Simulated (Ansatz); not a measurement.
`CBBC` + H₂ → `BBC` + CH₄ at 700 K and 1 bar (hydrogenolysis of a B–C bond).

Calculated with Ansatz (gas phase, PBE0-D4/def2-TZVP geometries, no zero-point term in ΔE). CCSD(T)/CBS is the MP2 limit (def2-TZVPP, def2-QZVPP) plus CCSD(T) − MP2 in def2-TZVPP, frozen cores. This one scheme is used for every species. Each species was taken in one conformer, which may not be the lowest.

```csv
species,CCSD(T)/CBS energy (Eh),H − E (kJ/mol),S (J/(mol·K))
`CBBC`,-130.47910,331.3,445.8
H₂,-1.17544,46.8,155.3
`BBC`,-91.20122,237.7,381.9
CH₄,-40.46206,145.9,224.0
```

H − E and S are ideal-gas, rigid-rotor, harmonic terms from PBE0-D4/def2-TZVP, for one conformer and one mirror image of each species. For small species the MP2-based limit differs from directly extrapolated CCSD(T) by up to some mEh (0.8 for H₂); such offsets cancel only in part. 1 Eh = 2625.50 kJ/mol, R = 8.31446 J/(mol·K).

Problem. By hand: ΔE, ΔH, ΔS and ΔG.

Solution. ΔE = (-91.20122) + (-40.46206) − (-130.47910) − (-1.17544) = -0.00874 Eh = -22.9 kJ/mol. Δ(H − E) = 237.7 + 145.9 − 331.3 − 46.8 = 5.5, so ΔH = -17.4 kJ/mol. ΔS = 381.9 + 224.0 − 445.8 − 155.3 = 4.8 J/(mol·K). ΔG = -17.4 − 700 × (4.8)/1000 = -20.8 kJ/mol.

Problem. By hand: the equilibrium constant, and the temperature at which ΔG would vanish if ΔH and ΔS stayed fixed.

Solution. log₁₀ K = −ΔG/(RT ln 10) = 1.6. ΔH and −TΔS have one sign here, so there is no such temperature.

The number of gas molecules stays the same, so ΔS is small and ΔH decides. A doubt of 5 kJ/mol in ΔE shifts log₁₀ K by 0.4 here. Other conformers and mirror images would add mixing entropy, several J/(mol·K) or more a flexible species. These are equilibria of isolated gas molecules and say nothing of rates. Largest T1 diagnostic: 0.011 (customary marks: 0.02 for closed shells, 0.045 for open ones).

ΔS is within the doubt of such terms, so its sign, and with it that verdict, could turn.
